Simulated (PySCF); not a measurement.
A TDDFT job was run through a driver script with this input:

```
{"job": {"kind": "uv", "xc": "CAM-B3LYP", "basis": "def2-SVPD", "ip": true, "dynamic": false}, "charge": 0, "multiplicity": 1}
O      1.206733    -1.248494     0.078181
P      1.428999    -0.228122     1.378948
O      1.320319     1.235643     0.586123
P      0.128700     1.739278    -0.465246
O      0.105743     0.419558    -1.485179
P     -0.005764    -1.190886    -1.065984
O     -1.323702    -1.106480    -0.047249
P     -1.556787    -0.061227     1.232155
O     -0.107461    -0.290096     2.025245
O     -1.209687     1.376994     0.462244
```

Output:

```
coarse grid: 13016 points
cycle   1  E = -1815.5497886853  dE =  2.480e+00  |g| = 1.411e+00  |ddm| = 5.772e+00
cycle   2  E = -1815.4298713293  dE =  1.199e-01  |g| = 1.657e+00  |ddm| = 3.463e+00
cycle   3  E = -1815.9175566825  dE = -4.877e-01  |g| = 8.560e-02  |ddm| = 1.694e+00
cycle   4  E = -1815.9191638264  dE = -1.607e-03  |g| = 2.535e-02  |ddm| = 1.920e-01
cycle   5  E = -1815.9193439884  dE = -1.802e-04  |g| = 2.393e-03  |ddm| = 5.562e-02
cycle   6  E = -1815.9193483344  dE = -4.346e-06  |g| = 6.058e-04  |ddm| = 1.235e-02
final grid: 114952 points
cycle   7  E = -1816.1734126758  dE = -1.489e-05  |g| = 3.858e-03  |ddm| = 4.800e-02
cycle   8  E = -1816.1734115205  dE =  1.155e-06  |g| = 4.734e-03  |ddm| = 9.694e-03
cycle   9  E = -1816.1734154081  dE = -3.888e-06  |g| = 1.778e-04  |ddm| = 4.463e-03
cycle  10  E = -1816.1734154096  dE = -1.523e-09  |g| = 1.820e-04  |ddm| = 4.005e-04
cycle  11  E = -1816.1734154157  dE = -6.096e-09  |g| = 2.239e-05  |ddm| = 2.010e-04
cycle  12  E = -1816.1734154158  dE = -1.219e-10  |g| = 7.176e-06  |ddm| = 4.249e-05
converged SCF energy = -1816.1734154158

Static polarisability (au): isotropic 92.811, principal 92.799 92.813 92.820

Singlet excitations
state   eV       nm        f      main configurations
  1   6.0661    204.4   0.00000   H->L+1 0.39, H-1->L 0.23, H-1->L+1 0.16
  2   6.0665    204.4   0.00000   H-1->L 0.32, H-2->L 0.21, H->L+1 0.21
  3   6.0682    204.3   0.00001   H-2->L+1 0.37, H-2->L 0.22, H-1->L+1 0.18
  4   6.2733    197.6   0.07552   H->L 0.54, H-1->L 0.25
  5   6.2749    197.6   0.07559   H-1->L+1 0.37, H->L+1 0.32, H-2->L 0.27
  6   6.2759    197.6   0.07560   H-2->L+1 0.42, H-2->L 0.18, H-1->L+1 0.18
  7   7.5853    163.5   0.00000   H-1->L+2 0.24, H-3->L+1 0.19, H->L+3 0.16
  8   7.5867    163.4   0.00000   H-2->L+2 0.22, H->L+4 0.15, H->L+3 0.13
  9   7.5873    163.4   0.00000   H-5->L 0.18, H-1->L+3 0.17, H-2->L+4 0.15
 10   7.6413    162.3   0.00000   H->L+3 0.27, H-1->L+2 0.18, H-2->L+2 0.18

Triplet excitations (Tamm-Dancoff, eV): 5.1142 5.1143 5.1157 5.2030
```

The calculation used TDDFT CAM-B3LYP/def2-SVPD, vertical, gas phase, core orbitals frozen in the response (PySCF). Geometry: PBE0-D3(BJ)/def2-SVP; no solvent, vibrations or thermal averaging.

**Question.** What share of the summed oscillator strength falls to the strongest level in this window?

**Answer.** States 4, 5 and 6 at 198 nm: 0.2267 of 0.2267, or 100%.

**Question.** Give the mean polarisability in Å³.

**Answer.** 92.81 au × 0.148185 = 13.75 Å³.

**Question.** What transition dipole goes with state 6?

**Answer.** |μ|² = 3f / (2ΔE) = 3 × 0.0756 / (2 × 0.2306) = 0.492 au, so |μ| = 1.78 D.

**Question.** Which orbital energies lie behind H and L?

**Answer.** HOMO -9.71 eV and LUMO -0.43 eV, a gap of 9.28 eV; state 1 differs from that by -3.22 eV.

**Question.** Give the energy of state 6 in hartree, cm⁻¹ and kJ/mol.

**Answer.** 0.23063 hartree, 50619 cm⁻¹, 605.5 kJ/mol.

**Question.** Write the structure that the coordinates describe.

**Answer.** `O1P2OP3OP1OP(O2)O3` (phosphorus(iii) oxide) (P4O6), point group Td.

The SCF starts on a coarse grid; the energy jumps when the final grid takes over, and dE counts afresh there. H and L stand for HOMO and LUMO.

The run took 9.0 min of wall time (grids of density and orbitals included) on one thread of an Arm Neoverse N1 (shared host), and the process peaked at 1.1 GiB of memory.
